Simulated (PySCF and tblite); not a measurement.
Results of a calculation; reference values are marked as such.
Rearrangement: stationary points, barriers and rates

System: C8H7F, numbered as in [F:1][C@:2]12[C@@H:3]3[CH:4]=[CH:5][C@H:6]1[C@H:7]2[CH:8]=[CH:9]3.

Motion: Cope rearrangement (breaking C6–C7, making C4–C9). The path came from a restrained scan, a climbing-image band and a saddle search at GFN2-xTB; energies are PBE0/pcSseg-1 + D3(BJ)//PBE0-D3(BJ)/def2-SVP, thermal terms GFN2-xTB. Rate constants are transition-state-theory values, counting equivalent paths, without tunnelling. Run with tblite and PySCF.

```csv
point,symmetry,E(GFN2) kcal/mol,E(DFT) kcal/mol,ZPE change kcal/mol,lowest mode cm⁻¹,dipole D
start,Cs,0.0,0.0,0.00,228,1.63
saddle,Cs,6.2,3.2,-1.05,427i,2.06
end,Cs,-0.9,-3.5,-0.13,245,2.21
```

```json
{
 "Electronic barrier": "3.2 kcal/mol",
 "Barrier with zero-point energy": "2.1 kcal/mol",
 "ΔH‡ (298 K)": "2.0 kcal/mol",
 "ΔS‡ (298 K, symmetry apart)": "-1.2 cal/(mol K)",
 "Paths": "1 equivalent path",
 "End point": "a different minimum",
 "Mean lifetime of the start against this motion at 298 K": "7.9 ps",
 "Cost": "5.2 min on 1 thread of Arm Neoverse V2, on a host shared with other jobs (rough), peak memory 0.88 GiB, launched as `OMP_NUM_THREADS=1 python ens_run.py task.json out`"
}
```

| T/K | ΔG‡ kcal/mol | k s⁻¹ | ΔG kcal/mol | k back s⁻¹ |
| --- | --- | --- | --- | --- |
| 150 | 2.2 | 2.1×10⁹ | -3.6 | 1×10⁴ |
| 200 | 2.2 | 1.6×10¹⁰ | -3.6 | 1.7×10⁶ |
| 250 | 2.3 | 5.5×10¹⁰ | -3.6 | 3.8×10⁷ |
| 298 | 2.3 | 1.3×10¹¹ | -3.6 | 2.9×10⁸ |
| 350 | 2.4 | 2.4×10¹¹ | -3.6 | 1.4×10⁹ |
| 400 | 2.5 | 3.8×10¹¹ | -3.6 | 4.3×10⁹ |
| 500 | 2.6 | 7.6×10¹¹ | -3.5 | 2.1×10¹⁰ |

ΔG and ΔG‡ leave out symmetry numbers and mirror images; rates count paths: 1 out, 1 back.
